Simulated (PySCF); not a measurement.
C5H4N (SMILES [c]1ccncc1), doublet, geometry from GFN2-xTB; PySCF with PBE0/6-31G**.

The PySCF input:
```python
from pyscf import gto, scf, dft

mol = gto.M(
    atom='''
C     0.062339    1.396806   -0.062237
C    -1.159576    0.786993   -0.044975
C    -1.163120   -0.611163    0.017811
N    -0.058787   -1.317215    0.058691
C     1.104098   -0.711310    0.041114
C     1.225122    0.681657   -0.020464
H    -2.091641    1.328691   -0.077042
H    -2.093610   -1.162552    0.034865
H     1.981807   -1.342571    0.076755
H     2.201776    1.139042   -0.032912
''',
    basis='6-31g**',
    charge=0,
    spin=1,
    verbose=4,
)

mf = dft.UKS(mol)
mf.xc = 'pbe0'
mf.kernel()
```

What the program printed (banner, timings and long lists left out):

```
PySCF version 2.14.0

[INPUT] verbose = 4
[INPUT] num. atoms = 10
[INPUT] num. electrons = 41
[INPUT] charge = 0
[INPUT] spin (= nelec alpha-beta = 2S) = 1
[INPUT] symmetry False subgroup None
[INPUT] Mole.unit = angstrom
[INPUT] Symbol           X                Y                Z      unit          X                Y                Z       unit  Magmom
[INPUT]  1 C      0.062339000000   1.396806000000  -0.062237000000 AA    0.117803636879   2.639580789149  -0.117610884815 Bohr   0.0
[INPUT]  2 C     -1.159576000000   0.786993000000  -0.044975000000 AA   -2.191281060619   1.487201231950  -0.084990432452 Bohr   0.0
[INPUT]  3 C     -1.163120000000  -0.611163000000   0.017811000000 AA   -2.197978250004  -1.154930687468   0.033657912005 Bohr   0.0
[INPUT]  4 N     -0.058787000000  -1.317215000000   0.058691000000 AA   -0.111091329685  -2.489175597169   0.110909915977 Bohr   0.0
[INPUT]  5 C      1.104098000000  -0.711310000000   0.041114000000 AA    2.086442834680  -1.344181089664   0.077694199885 Bohr   0.0
[INPUT]  6 C      1.225122000000   0.681657000000  -0.020464000000 AA    2.315145049179   1.288145040893  -0.038671355413 Bohr   0.0
[INPUT]  7 H     -2.091641000000   1.328691000000  -0.077042000000 AA   -3.952628640911   2.510862094174  -0.145588280089 Bohr   0.0
[INPUT]  8 H     -2.093610000000  -1.162552000000   0.034865000000 AA   -3.956349511651  -2.196904885565   0.065885301333 Bohr   0.0
[INPUT]  9 H      1.981807000000  -1.342571000000   0.076755000000 AA    3.745072461746  -2.537091492783   0.145045928691 Bohr   0.0
[INPUT] 10 H      2.201776000000   1.139042000000  -0.032912000000 AA    4.160753627640   2.152477424377  -0.062194666212 Bohr   0.0

nuclear repulsion = 198.90154804697
number of shells = 48
number of NR pGTOs = 190
number of NR cGTOs = 104
basis = 6-31g**
ecp = {}

******** <class 'pyscf.dft.uks.UKS'> ********
method = UKS
initial guess = minao
damping factor = 0
level_shift factor = 0
DIIS = <class 'pyscf.scf.diis.CDIIS'>
diis_start_cycle = 1
diis_space = 8
diis_damp = 0
SCF conv_tol = 1e-09
SCF conv_tol_grad = None
SCF max_cycles = 50
direct_scf = True
direct_scf_tol = 1e-13
number electrons alpha = 21  beta = 20
XC library pyscf.dft.libxc version 7.1.2
    S. Lehtola, C. Steigemann, M. J. T. Oliveira, and M. A. L. Marques,  SoftwareX 7, 1–5 (2018)
XC functionals = pbe0
    C. Adamo and V. Barone,  J. Chem. Phys. 110, 6158 (1999)
    M. Ernzerhof and G. E. Scuseria,  J. Chem. Phys. 110, 5029 (1999)
radial grids:
    Treutler-Ahlrichs [JCP 102, 346 (1995); DOI:10.1063/1.469408] (M4) radial grids

becke partition: Becke, JCP 88, 2547 (1988); DOI:10.1063/1.454033
pruning grids: <function nwchem_prune>
grids dens level: 3
symmetrized grids: False
atomic radii adjust function: <function treutler_atomic_radii_adjust>
small_rho_cutoff = 0
Set gradient conv threshold to 3.16228e-05
tot grids = 123728
init E= -248.416817416022

cycle= 1 E= -247.278661927511  delta_E= 1.14  |g|= 0.202  |ddm|= 2.43
cycle= 2 E= -247.284632521705  delta_E= -0.00597  |g|= 0.211  |ddm|= 0.523
cycle= 3 E= -247.305565267383  delta_E= -0.0209  |g|= 0.0425  |ddm|= 0.232
cycle= 4 E= -247.306474875202  delta_E= -0.00091  |g|= 0.023  |ddm|= 0.0578
cycle= 5 E= -247.306805383762  delta_E= -0.000331  |g|= 0.0109  |ddm|= 0.0356
cycle= 6 E= -247.306894611224  delta_E= -8.92e-05  |g|= 0.00474  |ddm|= 0.0186
cycle= 7 E= -247.306922915163  delta_E= -2.83e-05  |g|= 0.00187  |ddm|= 0.00847
cycle= 8 E= -247.306933207334  delta_E= -1.03e-05  |g|= 0.00126  |ddm|= 0.00634
cycle= 9 E= -247.306936591149  delta_E= -3.38e-06  |g|= 0.000683  |ddm|= 0.00284
cycle= 10 E= -247.306939120734  delta_E= -2.53e-06  |g|= 0.000209  |ddm|= 0.00412
cycle= 11 E= -247.306939365012  delta_E= -2.44e-07  |g|= 5.28e-05  |ddm|= 0.00151
cycle= 12 E= -247.306939370845  delta_E= -5.83e-09  |g|= 3.81e-05  |ddm|= 0.000199
cycle= 13 E= -247.30693937152  delta_E= -6.75e-10  |g|= 2.21e-05  |ddm|= 4.82e-05
Extra cycle  E= -247.306939371336  delta_E= 1.85e-10  |g|= 3.39e-05  |ddm|= 4.61e-05
converged SCF energy = -247.306939371336  <S^2> = 0.75919019  2S+1 = 2.0091692
```
